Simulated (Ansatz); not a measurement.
Spectroscopic constants of TcF, multiplicity 5 (an upper state: multiplicity 7 came lower at CCSD(T)/def2-TZVPP on PBE0 minima). No spin–orbit coupling. The T1 diagnostic near the minimum is 0.056, so single-reference values are doubtful.

The constants come from a fifth-degree fit in 1/R (seven points, main isotopes). In def2 and cc sets the state is the lowest found near the PBE0 minimum, followed along R.

Run with Ansatz (Gaussian basis) for Hartree–Fock, density functionals and correlated methods. Values without a source in brackets are computed. In def2 rows elements past Kr take small-core potentials, without spin–orbit coupling.

What bond length and harmonic frequency does PBE/def2-TZVPP give?

r_e = 1.855 Å, ω_e = 627 cm⁻¹.

What bond length and harmonic frequency does PBE0/def2-TZVPP give?

r_e = 1.852 Å, ω_e = 622 cm⁻¹.

What bond length and harmonic frequency does wB97X-V/def2-TZVPP give?

r_e = 1.880 Å, ω_e = 605 cm⁻¹.

Doubts at one or more of the structures used: a spin-contaminated determinant (wB97X-V/def2-TZVPP).

Ansatz is a quantum-chemistry and plane-wave program.
